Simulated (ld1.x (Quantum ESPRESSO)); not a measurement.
**Before and after: TM potential for lanthanum**

| Item | Value |
| --- | --- |
| Element | lanthanum |
| Generator | ld1.x (Quantum ESPRESSO) 7.5 |
| Type | norm-conserving Troullier–Martins (Kleinman–Bylander form) |
| Functional | LDA (PZ) |
| Relativity | scalar-relativistic |
| Frozen core | [Xe] |
| Valence charge | 3 |
| Reference configuration | 4f0 5d1 6s2 6p0 |
| Partial waves | 6p (bound, empty): rc 3.10 bohr; 5d (bound): rc 2.70 bohr; 4f (bound, empty): rc 1.75 bohr; 6s (bound): rc 2.95 bohr |
| Local potential | the s channel |
| Core correction | Bessel-smoothed model core inside 0.85 bohr |

All-electron outer shells of the reference configuration (LDA (PZ), scalar-relativistic, ld1.x):

```tsv
shell	level (eV)	outermost node (bohr)	outermost maximum (bohr)
5s	-39.06	0.77	1.41
5p	-22.48	0.83	1.58
4f	-4.58	–	0.75
6s	-3.82	1.86	3.74
5d	-3.21	0.95	2.24
6p	-1.41	2.20	4.93
```

Change: wave 5d (bound): rc 2.70 bohr becomes 5d (bound): rc 2.38 bohr.

Cutoffs: the cutoffs (Ry, on a coarse ladder) from which the occupation-weighted sum of valence levels, in a spherical-Bessel basis at the reference potential, stays within 10 and 1 mRy of its value at 400 Ry; they do not see the model core or the augmentation charge, which bear on the density cutoff. Errors are all-electron minus pseudo energies relative to the spin-unpolarised reference configuration.

Question: How do hardness, ghosts and transferability respond?

Answer: The potential gets neither clearly harder nor softer (10 Ry and 18 Ry → 10 Ry and 18 Ry); both files keep a bound ghost (p); the number of tests that count goes from 8 to 9; the errors of the 8 common tests hardly move.

| quantity | base | changed |
| --- | --- | --- |
| cutoff, loose | 10 Ry | 10 Ry |
| cutoff, tight | 18 Ry | 18 Ry |
| bound ghosts | p | p |
| tests counted (converged, no solver errors) | 8 of 9 | 9 of 9 |
| error for 4f0 5d1 6s1 6p0, meV [ΔE 6.16 eV] | -1.6 | -1.6 |
| error for 4f0 5d1 6s0 6p0, meV [ΔE 17.32 eV] | -57 | -57 |
| error for 4f0 5d1 6s1.5 6p0, meV [ΔE 2.48 eV] | 0.0 | 0.0 |
| error for 4f0 5d1.5 6s1.5 6p0, meV [ΔE 0.36 eV] | -10 | -10 |
| error for 4f0 5d1 6s0 6p2, meV [ΔE 5.05 eV] | -13 | -13 |
| error for 4f0 5d1 6s1 6p1, meV [ΔE 2.46 eV] | -2.5 | -2.5 |
| error for 4f0 5d1 6s2 6p0 (spin-polarised), meV [ΔE -0.10 eV] | -0.4 | -0.2 |
| error for 4f0 5d1 6s1 6p0 (spin-polarised), meV [ΔE 5.74 eV] | -3.3 | -3.1 |
| s: phases at 3.36 bohr within 0.05 rad from the reference energy up to (Ry; the scan ends near 5) | -0.0 | -0.0 |
| p: phases at 3.36 bohr within 0.05 rad from the reference energy up to (Ry; the scan ends near 5) | 0.3 | 0.3 |
| d: phases at 3.36 bohr within 0.05 rad from the reference energy up to (Ry; the scan ends near 5) | 1.0 | 1.0 |
| f: phases at 3.36 bohr within 0.05 rad from the reference energy up to (Ry; the scan ends near 5) | -0.1 | -0.1 |

Base: The cutoffs count occupied waves only; the empty 4f level needs 110 Ry at the loose tolerance. Tests not counted: 4f1 5d0 6s1 6p0 (solver errors, printed error -956 meV). Changed file: The cutoffs count occupied waves only; the empty 4f level needs 110 Ry at the loose tolerance. These tests converged, but a pseudo level misses the all-electron one widely, so the file describes the atom poorly there or has found another state: 4f1 5d0 6s1 6p0: 4f by 1.9 eV. A true bound ghost makes a file unfit for plane-wave use even where its test errors are small: the radial tests pick states by their node count and pass the ghost by.
